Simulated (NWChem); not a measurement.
C$_{6}$H$_{4}$Cl, doublet; SMILES Clc1[c]cccc1

Computed with NWChem. Spin-unrestricted. In the optimisation the excess spin sits in a' (Cs, its own frame). Geometry: optimised at B3LYP/6-31G* (spherical d), spin-unrestricted. No stability test was run on the SCF state. Level: B3LYP/def2-SVP with SMD (1 M gas to 1 M solution), gas-phase geometry. Reactions with the solvent are ignored.

Problem. Predict the results for solvent toluene. Quantities: solvation free energy (kcal/mol); cavity-dispersion-structure term (kcal/mol); dipole in solution (D).

Solution. 
```yaml
solvation free energy (kcal/mol): -5.5
cavity-dispersion-structure term (kcal/mol): -3.8
dipole in solution (D): 2.47
```
